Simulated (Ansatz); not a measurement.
Program: Ansatz. Geometries: PBE0-D4/def2-TZVP. ΔE: electronic, gas phase. CCSD(T)/CBS adds triple-zeta CCSD(T) − MP2 to the extrapolated MP2 energy (def2 sets, frozen cores). For Ge, Mg outer-core shells are correlated without core-valence functions, which leaves a few kJ/mol of doubt a bond. Scalar relativity is left out up to krypton. Each species was taken in one conformer, which may not be the lowest.

`C[N](C)[Mg][F]` + `[NH2][Ge][OH]` → `[NH2][Mg][F]` + `C[N](C)[Ge][OH]`  (redistribution)

```
          species  CCSD(T)/CBS(def2) energy (Eh)
 `C[N](C)[Mg][F]`                     -434.17400
  `[NH2][Ge][OH]`                    -2207.83457
   `[NH2][Mg][F]`                     -355.68386
`C[N](C)[Ge][OH]`                    -2286.33334
```

(1) Work out ΔE.

Largest T1 diagnostic among the species: 0.014.

## Answers

(1) ΔE = (-355.68386) + (-2286.33334) − (-434.17400) − (-2207.83457) = -0.00863 Eh = -22.7 kJ/mol.

At CCSD(T), def2-SVP lies +3.7 kJ/mol from the extrapolated value and def2-TZVPP −0.6 kJ/mol. Leaving LDA and LC-ωPBE aside and taking each functional with its dispersion term where it has one, the values, not all of them listed here, spread over 5.5 kJ/mol, from BLYP-D4 to ωB97X-V. LDA lies −7.1 kJ/mol from PBE without D4.
